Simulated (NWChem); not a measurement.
System: C2Cl3 cation

Excerpt of the output:

```
             Northwest Computational Chemistry Package (NWChem) 7.3.0
             --------------------------------------------------------

 C2V symmetry detected

                             Geometry "geometry" -> ""
                             -------------------------

 Output coordinates in angstroms (scale by  1.889725989 to convert to a.u.)

  No.       Tag          Charge          X              Y              Z
 ---- ---------------- ---------- -------------- -------------- --------------
    1 Cl                  17.0000     0.00000000     0.00000000    -2.40762390
    2 C                    6.0000     0.00000000     0.00000000    -0.84510362
    3 C                    6.0000     0.00000000     0.00000000     0.46696760
    4 Cl                  17.0000     0.00000000     1.48683808     1.27054184
    5 Cl                  17.0000     0.00000000    -1.48683808     1.27054184

 Effective nuclear repulsion energy (a.u.)     301.9859120789

      Symmetry information
      --------------------

 Group name             C2v
 Group number             16
 Group order               4
 No. of unique centers     4

  pbe96 is a nonlocal functional; adding pw91lda local functional.

                                 NWChem DFT Module
                                 -----------------

 Summary of "ao basis" -> "ao basis" (spherical)
 ------------------------------------------------------------------------------
       Tag                 Description            Shells   Functions and Types
 ---------------- ------------------------------  ------  ---------------------
 Cl                          sto-3g                  5        9   3s2p
 C                           sto-3g                  3        5   2s1p

      Symmetry analysis of basis
      --------------------------

        a1         18
        a2          2
        b1          6
        b2         11

            General Information
            -------------------
          SCF calculation type: DFT
          Wavefunction type:  closed shell.
          No. of atoms     :     5
          No. of electrons :    62
           Alpha electrons :    31
            Beta electrons :    31
          Charge           :     1
          Spin multiplicity:     1
          Use of symmetry is: on ; symmetry adaption is: on
          Maximum number of iterations: 150
          AO basis - number of functions:    37
                     number of shells:    21
          Convergence on energy requested:  1.00D-06
          Convergence on density requested:  1.00D-05
          Convergence on gradient requested:  5.00D-04

              XC Information
              --------------
          PerdewBurkeErnzerhof Exchange Functional  1.000
            Perdew 1991 LDA Correlation Functional  1.000 local
           PerdewBurkeErnz. Correlation Functional  1.000 non-local

             Grid Information
             ----------------
          Grid used for XC integration:  medium
          Radial quadrature: Mura-Knowles
          Angular quadrature: Lebedev.
          Tag              B.-S. Rad. Rad. Pts. Rad. Cut. Ang. Pts.
          ---              ---------- --------- --------- ---------
          Cl                  1.00       88          10.0       590
          C                   0.70       49           8.0       434
          Grid pruning is: on
          Number of quadrature shells:   274
          Spatial weights used:  Erf1

      Superposition of Atomic Density Guess
      -------------------------------------

 Sum of atomic energies:       -1438.01115188

 Renormalizing density from      63.00 to     62

      Non-variational initial energy
      ------------------------------

 Total energy =   -1424.801356
 1-e energy   =   -2552.073422
 2-e energy   =     825.286154
 HOMO         =      -0.347166
 LUMO         =      -0.216266

      Symmetry analysis of molecular orbitals - initial
      -------------------------------------------------

  Numbering of irreducible representations:

     1 a1          2 a2          3 b1          4 b2

  Orbital symmetries:

     1 a1          2 b2          3 a1          4 a1          5 a1
     6 a1          7 b2          8 a1          9 a1         10 b2
    11 b2         12 a1         13 b1         14 a2         15 a1
    16 b2         17 b1         18 a1         19 a1         20 b2
    21 a1         22 a1         23 b2         24 a1         25 b1
    26 b2         27 b1         28 a2         29 a1         30 b2
    31 b1         32 b2         33 a1         34 b1         35 a1
    36 b2         37 a1

     ---------------------------------------------
      Total Density - Mulliken Population Analysis
     ---------------------------------------------

    Atom       Charge   Shell Charges
 -----------   ------   -------------------------------------------------------
    1 Cl  17    16.97   2.00  2.00  5.99  1.91  5.07
    2 C    6     5.12   1.99  1.14  1.98
    3 C    6     5.42   1.99  1.09  2.34
    4 Cl  17    17.25   2.00  2.00  5.99  1.93  5.32
    5 Cl  17    17.25   2.00  2.00  5.99  1.93  5.32

   convergence    iter        energy       DeltaE   RMS-Dens  Diis-err
 ---------------- ----- ----------------- --------- --------- ---------
 d= 0,ls=0.0,diis     1  -1439.3918980007 -1.74D+03  1.54D-01  1.46D+00
 d= 0,ls=0.0,diis     2  -1436.1263159730  3.27D+00  1.41D-01  1.45D+01
 d= 0,ls=0.0,diis     3  -1439.4883618426 -3.36D+00  5.63D-02  8.92D-01
 d= 0,ls=0.0,diis     4  -1439.6239376254 -1.36D-01  2.59D-02  2.91D-01
 d= 0,ls=0.0,diis     5  -1439.6846099897 -6.07D-02  7.91D-03  6.00D-02
  Resetting Diis
 d= 0,ls=0.0,diis     6  -1439.6931990132 -8.59D-03  2.66D-03  4.48D-03
 d= 0,ls=0.0,diis     7  -1439.6941145845 -9.16D-04  4.01D-04  2.25D-05
 d= 0,ls=0.0,diis     8  -1439.6940978319  1.68D-05  3.34D-04  1.32D-04
 d= 0,ls=0.0,diis     9  -1439.6941170285 -1.92D-05  9.32D-05  3.86D-06
 d= 0,ls=0.0,diis    10  -1439.6941180326 -1.00D-06  1.32D-05  4.82D-08
 d= 0,ls=0.0,diis    11  -1439.6941180351 -2.50D-09  7.17D-06  2.49D-08

         Total DFT energy =    -1439.694118035058
      One electron energy =    -2570.660576560548
           Coulomb energy =      922.963007453280
    Exchange-Corr. energy =      -93.982461006725
 Nuclear repulsion energy =      301.985912078935

 Numeric. integr. density =       61.999998858069

                  Occupations of the irreducible representations
                  ----------------------------------------------

                     irrep           alpha         beta
                     --------     --------     --------
                     a1               15.0         15.0
                     a2                2.0          2.0
                     b1                5.0          5.0
                     b2                9.0          9.0

                       DFT Final Molecular Orbital Analysis
                       ------------------------------------

 Vector   29  Occ=2.000000D+00  E=-4.867071D-01  Symmetry=a2
              MO Center=  8.5D-16, -2.4D-14,  1.3D+00, r^2= 3.1D+00
   Bfn.  Coefficient  Atom+Function         Bfn.  Coefficient  Atom+Function
  ----- ------------  ---------------      ----- ------------  ---------------
    26      0.729241  4 Cl px                35     -0.729241  5 Cl px
    22     -0.201422  4 Cl px                31      0.201422  5 Cl px

 Vector   30  Occ=2.000000D+00  E=-4.847224D-01  Symmetry=b2
              MO Center= -4.8D-16,  5.6D-15,  1.1D+00, r^2= 3.5D+00
   Bfn.  Coefficient  Atom+Function         Bfn.  Coefficient  Atom+Function
  ----- ------------  ---------------      ----- ------------  ---------------
    27      0.517063  4 Cl py                36      0.517063  5 Cl py
    28     -0.492431  4 Cl pz                37      0.492431  5 Cl pz
     8     -0.187378  1 Cl py                13      0.183296  2 C  py
    23     -0.142713  4 Cl py                32     -0.142713  5 Cl py
    24      0.135994  4 Cl pz                33     -0.135994  5 Cl pz

 Vector   31  Occ=2.000000D+00  E=-4.354244D-01  Symmetry=b1
              MO Center= -3.8D-18,  1.6D-14,  8.2D-03, r^2= 3.7D+00
   Bfn.  Coefficient  Atom+Function         Bfn.  Coefficient  Atom+Function
  ----- ------------  ---------------      ----- ------------  ---------------
    12      0.564856  2 C  px                26     -0.516861  4 Cl px
    35     -0.516861  5 Cl px                 7     -0.451245  1 Cl px
    17      0.306644  3 C  px                22      0.140245  4 Cl px
    31      0.140245  5 Cl px                 3      0.117998  1 Cl px

 Vector   32  Occ=0.000000D+00  E=-3.999754D-01  Symmetry=b2
              MO Center=  8.3D-19,  7.1D-16, -6.9D-01, r^2= 2.7D+00
   Bfn.  Coefficient  Atom+Function         Bfn.  Coefficient  Atom+Function
  ----- ------------  ---------------      ----- ------------  ---------------
    13      0.839982  2 C  py                 8     -0.521764  1 Cl py
    28      0.356258  4 Cl pz                37     -0.356258  5 Cl pz
     4      0.134467  1 Cl py                27      0.121135  4 Cl py
    36      0.121135  5 Cl py                18      0.095416  3 C  py
    24     -0.095352  4 Cl pz                33      0.095352  5 Cl pz

 Vector   33  Occ=0.000000D+00  E=-2.439598D-01  Symmetry=b1
              MO Center=  1.4D-18, -3.8D-16, -9.2D-02, r^2= 1.9D+00
   Bfn.  Coefficient  Atom+Function         Bfn.  Coefficient  Atom+Function
  ----- ------------  ---------------      ----- ------------  ---------------
    17     -0.824722  3 C  px                12      0.755061  2 C  px
     7     -0.305867  1 Cl px                26      0.296446  4 Cl px
    35      0.296446  5 Cl px                 3      0.075918  1 Cl px
    22     -0.075863  4 Cl px                31     -0.075863  5 Cl px

[...]
```

Level: PBE/STO-3G. The geometry was optimised at PBE0/def2-SVP.

Problem. Reconstruct the input file.

Solution. Several could match; the one computed here: the input that was run:
```
start job
memory heap 200 mb stack 900 mb global 1100 mb
charge 1
geometry units angstroms noautoz
  Cl    -0.621609    -2.330780     0.000000
  C     -0.244160    -0.814534     0.000000
  C      0.072637     0.458718     0.000000
  Cl     1.709249     0.880269     0.000000
  Cl    -1.176767     1.596974     0.000000
end
basis spherical
  Cl library sto-3g
  C library sto-3g
end
dft
  xc xpbe96 cpbe96
  iterations 150
  mulliken
end
task dft energy
```
